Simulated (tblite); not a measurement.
Compound: C4HFNPS.
SMILES: `N#Cc1scpc1F`

Computed values, GFN2-xTB/tblite, gas phase, harmonic and unscaled. This tight-binding method is rough: wavenumbers can miss measured ones by several per cent, in bad cases by 10 to 20.

Harmonic wavenumbers (cm⁻¹): 103.2, 121.9, 230.5, 307.5, 309.0, 413.3, 432.1, 451.7, 502.9, 548.4, 564.6, 710.2, 810.1, 883.6, 952.7, 1070.7, 1167.1, 1212.2, 1469.2, 2361.0, 3122.5.

A = 2285, B = 1403, C = 869.3 MHz; mass 144.955 u (most abundant isotopes); point group Cs, symmetry number 1.

Task: What is the zero-point energy?

Result: Half the sum of the wavenumbers: 8872 cm⁻¹ = 106.14 kJ/mol.

Task: Give the ideal-gas entropy at 298.15 K and 1 bar in the rigid-rotor, harmonic-oscillator model (classical rotation).

Result: Translation 170.92, rotation 121.90, vibration 68.11: S = 360.9 J/(mol K).

Task: And Cp and H(298.15 K) − H(0)?

Result: Cp = 116.51 J/(mol K), of which vibrations give 83.25 (their classical limit is 21 R = 174.6); H(298.15 K) − H(0) = 21.84 kJ/mol without the zero-point energy, 11.93 from vibrations.

Task: How do the functions run with temperature in this model?

Result: 
| T (K) | S (J/(mol K)) | Cp (J/(mol K)) | H − H(0) (kJ/mol) | G − H(0) (kJ/mol) | ln q(vib) |
| --- | --- | --- | --- | --- | --- |
| 50 | 236.5 | 41.4 | 1.78 | -10.04 | 0.08 |
| 100 | 269.8 | 56.9 | 4.23 | -22.75 | 0.52 |
| 373.15 | 388.8 | 131.7 | 31.17 | -113.90 | 4.60 |
| 500 | 430.1 | 150.2 | 49.13 | -165.91 | 6.62 |
| 750 | 495.5 | 171.4 | 89.63 | -281.97 | 10.31 |
| 1000 | 546.5 | 182.9 | 134.05 | -412.46 | 13.55 |

q(vib) and H(0) count from the zero-point level.

Task: Blend soft modes into free rotors: weight 1/[1 + (100 cm⁻¹/ν̃)⁴] for the oscillator and the rest for a rotor with moment μB/(μ + B), μ = h/(8π²ν), B = 10⁻⁴⁴ kg m². What vibrational entropy results?

Result: 66.54 J/(mol K) in place of 68.11, which changes −T·S at 298.15 K by +0.47 kJ/mol.

Task: Which modes carry the vibrational entropy at 298.15 K?

Result: 103.2 cm⁻¹: 14.20; 121.9 cm⁻¹: 12.84; 230.5 cm⁻¹: 7.85; 307.5 cm⁻¹: 5.76; 309.0 cm⁻¹: 5.72; 413.3 cm⁻¹: 3.83 J/(mol K); the other 15 give 17.92 together.

Task: What must be added to the electronic energy to get the Gibbs energy at 298.15 K and 1 bar?

Result: ZPE + [H(298.15 K) − H(0)] − T·S = 106.14 + 21.84 − 107.61 = 20.37 kJ/mol.

Hindered rotation and anharmonicity are outside this model.
